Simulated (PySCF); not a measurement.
## Simulated absorption spectrum

C4H13NP2Si2.
InChI=1S/C4H13NP2Si2/c1-2-4-5(3-1)9-6-8-7-9/h6-7,9H,1-4,8H2

Method used: PySCF, TDDFT CAM-B3LYP/def2-SVPD, vertical, gas phase, core orbitals frozen in the response. One conformer (not necessarily the lowest) at the PBE0-D3(BJ)/def2-SVP geometry, without solvent, vibrations or thermal averaging.

Computed states:

```csv
state,E (eV),f
S1,5.23,0.0008
S2,5.35,0.0003
S3,5.49,0.0004
S4,5.75,0.0012
S5,5.78,0.012
S6,5.85,0.0007
S7,6.25,0.0019
S8,6.35,0.020
S9,6.58,0.0069
S10,6.69,0.093
```

Each state is given a Gaussian of 0.4 eV full width at half maximum, with ε(max) = 2.175×10⁸ f / Δν̃ (Δν̃ the width in cm⁻¹). The cross-section is σ = 3.8235×10⁻²¹ ε cm², given in Mb (10⁻¹⁸ cm²). The width is an assumption, not a result. The curve ends short of the highest state used, and states not computed would add to its high-energy end.

Problem. What does the envelope look like, and where are its maxima?

Solution. 
(λ (nm), σ (Mb)): (203.5, 2.76), (205.0, 2.42), (206.5, 2.37), (208.0, 2.55), (209.5, 2.87), (211.0, 3.23), (212.5, 3.51), (214.0, 3.66), (215.5, 3.63), (217.0, 3.43), (218.5, 3.09), (220.0, 2.66), (221.5, 2.20), (223.0, 1.77), (224.5, 1.38), (226.0, 1.07), (227.5, 0.83), (229.0, 0.66), (230.5, 0.54), (232.0, 0.47), (233.5, 0.41), (235.0, 0.38), (236.5, 0.34), (238.0, 0.31), (239.5, 0.28), (241.0, 0.25), (242.5, 0.22), (244.0, 0.18), (245.5, 0.15), (247.0, 0.12), (248.5, 0.09), (250.0, 0.07), (251.5, 0.05), (253.0, 0.04), (254.5, 0.03), (256.0, 0.02), (257.5, 0.01), (259.1, 0.01), (260.6, 0.01), (262.1, 0.00), (263.6, 0.00), (265.1, 0.00), (266.6, 0.00), (268.1, 0.00)

Maxima: 215 nm (5.78 eV), ε about 960, made up of S5 (85%) (ε in L mol⁻¹ cm⁻¹; maxima over ε = 5, shares over 10%). At its high-energy end, 6.09 eV, the curve is still rising (ε about 710, from S5, S7 and S8).

Problem. Coming from long wavelengths, where does ε first pass 100 L mol⁻¹ cm⁻¹?

Solution. At about 235 nm (5.28 eV), 0.06 eV above S1.

Problem. What would ε be at 5.78 eV, the highest of these maxima, with half the width (0.2 eV)?

Solution. About 1860 L mol⁻¹ cm⁻¹ against 961, a factor of about 1.9; a lone state at its own centre would give exactly 2.

Problem. Does any computed singlet lie in the visible range?

Solution. No computed singlet lies in the visible range (380 to 750 nm); the lowest, at 237 nm, stands 1.96 eV above its violet end (3.26 eV).

All these states lie below the vertical ionisation energy of 8.20 eV (ΔSCF).
